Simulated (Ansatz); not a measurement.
Results of the Gaussian-basis code of Ansatz.

A structure relaxed at PBE0-D4/def2-TZVP, charge 0, multiplicity 1:

| atom | x (Å) | y (Å) | z (Å) |
| --- | --- | --- | --- |
| B1 | 0.6230 | -0.6279 | -1.6493 |
| Ge2 | 0.3754 | 0.6163 | -0.1019 |
| C3 | -0.6654 | -0.0188 | 1.4168 |
| O4 | -1.3884 | 0.7093 | 0.4878 |
| H5 | -0.2313 | -1.4332 | -1.8534 |
| H6 | 1.6209 | -0.6152 | -2.3014 |
| H7 | 1.0283 | 1.9769 | 0.1429 |
| H8 | -0.8991 | -1.0816 | 1.4889 |
| H9 | -0.4634 | 0.4743 | 2.3696 |

Question: Give its formula and SMILES.

Answer: CH5BGeO, `[BH2][GeH]1[CH2][O]1`.

Question: Summarise the bond lengths by kind.

Answer: 1 × B–Ge 2.001 Å; 2 × B–H 1.192 Å; 1 × C–Ge 1.948 Å; 1 × Ge–O 1.862 Å; 1 × Ge–H 1.529 Å; 1 × C–O 1.384 Å; 2 × C–H 1.091 to 1.092 Å.
